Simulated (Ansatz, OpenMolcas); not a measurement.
## From Ansatz to OpenMolcas

This Ansatz 0.2.0 job computes SiClOF2 (SMILES [O][Si](F)(F)Cl):

input.yaml:
```yaml
crystal:
  periodic: [false, false, false]
  atoms:
    - {symbol: O, position_ang: [-0.173100, 0.048700, 1.622400]}
    - {symbol: Si, position_ang: [0.071000, -0.092200, 0.005600]}
    - {symbol: F, position_ang: [-0.374600, -1.493300, -0.542700]}
    - {symbol: F, position_ang: [1.581700, 0.074400, -0.383900]}
    - {symbol: Cl, position_ang: [-1.055100, 1.388700, -0.742800]}
basis:
  gaussian: {orbitals: def2-SVP}
magnetization: {spin_polarized: true, initial_magnetization: 1}
hamiltonian: {xc: {name: PBE0}}
accuracy: high
output: {orbitals: {seedname: orbitals}}
```

```bash
$ ansatz run input.yaml --threads 1 --pin off --max-ram 3480MiB --events-out events.jsonl --progress --plain --runs-dir runs
```

The shape is that of a PBE0-D4/def2-TZVP optimisation.

It gives a total energy of -1023.735052 Eh.

Q: How is this level of theory, on these atoms, set up in OpenMolcas 26.06 as an input file of the program's own, asking for the gradient?

A: One way, which was run:

run.input:
```
>>> EXPORT MOLCAS_PRINT=2

&GATEWAY
  BasLib=$CurrDir
  Coord
  5
  angstrom
  O       -0.173100       0.048700       1.622400
  Si       0.071000      -0.092200       0.005600
  F       -0.374600      -1.493300      -0.542700
  F        1.581700       0.074400      -0.383900
  Cl      -1.055100       1.388700      -0.742800
  Basis=def2-SVP
  Group=NoSym

&SEWARD
  GridInput
  Grid=UltraFine
  End of Grid

&SCF
  UHF
  Spin=2
  KSDFT=PBE0
  Thresholds=1e-10 1e-07 1e-07 1e-05
  PrOrbitals=1 2

&ALASKA
```

```bash
$ export MOLCAS_MEM=1860
$ pymolcas run.input > run.log
```

(Basis files named in the input come from the Basis Set Exchange and aren't shown.)

Its energy is -1023.735051 Eh, the same as the first but for the last digit, at most.
